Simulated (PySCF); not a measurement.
Compound: C7H10F3P.
Bonds: C1–C2 (double), C2–P3, P3–C4, C4–C5, C5–F6, C5–F7, C5–F8, P3–C9, C9–C10, C10–C11, C9–C11. Hydrogens: H12, H13 on C1; H14 on C2; H15, H16 on C4; H17 on C9; H18, H19 on C10; H20, H21 on C11.

NICS is the negative of the GIAO shielding at a point without a nucleus: at the ring centre (0) and 1 Å above and below it (1); zz is the component along the ring normal. Level: GIAO PBE0/pcSseg-1 (PySCF, non-relativistic, gas phase) on the GFN2-xTB geometry, one conformer.

Ring bond lengths (Å), with Mayer bond orders in brackets: C9–C10 1.501 (0.95), C10–C11 1.492 (0.99), C11–C9 1.502 (0.94).

Question: What do the NICS probes read (ppm)?

Answer: 
```
      ring                                            type  NICS(0)  NICS(1), two faces  NICS(1)zz, two faces  rms pucker (Å)  centre to ring atoms, mean (Å)
C9–C10–C11  3-membered carbocycle; formal bonds all single    -44.2         -8.7 / -8.6         -24.2 / -22.2            0.00                            0.87
```

Question: What do they say, and how far can they be read as aromaticity?

Answer: 
- C9–C10–C11: mean NICS(1)zz -23.2 ppm, shielded. C9, C10, C11 have four or more neighbours; no verdict on aromaticity is drawn. NICS(0) lies 36 ppm below the mean NICS(1).

Question: Give the inner angles of the rings and the Hirshfeld charges of the ring atoms.

Answer: 
- C9–C10–C11: C9 59.5° (-0.090 e), C10 60.3° (-0.089 e), C11 60.2° (-0.090 e); sum 180.0° against 180° for a flat convex ring.

Question: How shielded are the nuclei of the rings and their hydrogens (means over atoms taken as equivalent)?

Answer: 
| atoms | environment | σ isotropic (ppm) | principal values of the symmetric part, first atom (ppm) |
| --- | --- | --- | --- |
| C9 | sp3 carbon bound to phosphorus | 172.3 | 140.6, 157.8, 218.5 |
| C10 (×2) | three-membered-ring carbon | 181.1 | 149.3, 178.0, 213.9 |
| H17 | methine hydrogen | 31.17 | 24.2, 29.7, 39.6 |
| H18 (×2) | methylene hydrogen | 31.30 | 25.1, 28.8, 39.9 |
| H19 (×2) | methylene hydrogen | 30.96 | 25.0, 26.2, 41.7 |

Conformer computed: `[CH2:1]=[CH:2][P:3]([CH2:4][C:5]([F:6])([F:7])[F:8])[CH:9]1[CH2:10][CH2:11]1`: C1–C2–P3–C4 136°, C2–P3–C4–C5 -78°, P3–C4–C5–F6 -50°, C2–P3–C9–C10 101°.
